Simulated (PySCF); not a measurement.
Hf(NH2)3(Me) (CH9HfN3), SMILES [CH3][Hf]([NH2])([NH2])[NH2], multiplicity 1. Coordinates come from a PBE0-D3(BJ)/def2-SVP optimisation. The multiplicity is an assumed one; other spin states were not compared. The def2 effective core potentials stand for the cores of Hf; spin–orbit coupling is left out. The values are those of a single conformer.

All values below come from PySCF 2.14.0 with PBE0-D3(BJ)/def2-SVP.

Harmonic wavenumbers (cm⁻¹): 120, 130, 130, 144, 144, 148, 216, 216, 287, 426, 452, 452, 469, 481, 481, 503, 523, 523, 628, 628, 634, 1176, 1409, 1409, 1508, 1508, 1509, 3014, 3111, 3111, 3563, 3563, 3565, 3659, 3659, 3659. Rotational constants (GHz): 2.476, 2.476, 2.476; symmetry number 3.

Q: Work out the zero-point energy and the ideal-gas rigid-rotor harmonic-oscillator thermochemistry at 298.15 K and 1 atm.

A: ZPE = ½ Σ hcν = ½ × 47160 cm⁻¹ = 67.42 kcal/mol. H − E(el) = 74.91 kcal/mol. Entropy in cal/(mol K): translation 42.35, rotation 25.27, vibration 30.43, total 98.04. G − E(el) = 45.68 kcal/mol. Cp = 40.00 cal/(mol K). Modes under 150 cm⁻¹ make the vibrational entropy uncertain.
